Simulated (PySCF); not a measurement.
## SnF⁺ at PBE0

Computed with PBE0; basis Sn cc-pVTZ-PP with ECP28, F cc-pVTZ; scalar-relativistic core potentials; PySCF 2.14.

```json
{
 "state": "³Π (triplet), unpaired electrons σ ↑, π ↑, a second solution, started from another occupation",
 "bond length": "3.667 bohr",
 "harmonic wavenumber": "477 cm⁻¹",
 "force constant": "2.20 mdyn/Å",
 "rotational constant Be": "0.2729 cm⁻¹",
 "anharmonicity ωexe": "10.7 cm⁻¹",
 "vibration–rotation constant αe": "0.00440 cm⁻¹",
 "energy of the minimum from ground-state Sn⁺ + F": "-0.462 eV",
 "bond order (Mayer)": "1.06",
 "dipole moment (positive dipole points towards F; it is taken about the centre of mass and depends on that origin)": "-2.58 D"
}
```

These are scalar-relativistic numbers at best; spin–orbit coupling would shift them, the dissociation energy most. For an ion De counts to the pair picked by the measured ionisation energies or electron affinities, which need not be the lowest pair at this level. Counting both spins, an empty level lies below a filled one in this solution, because spin and occupation are held.
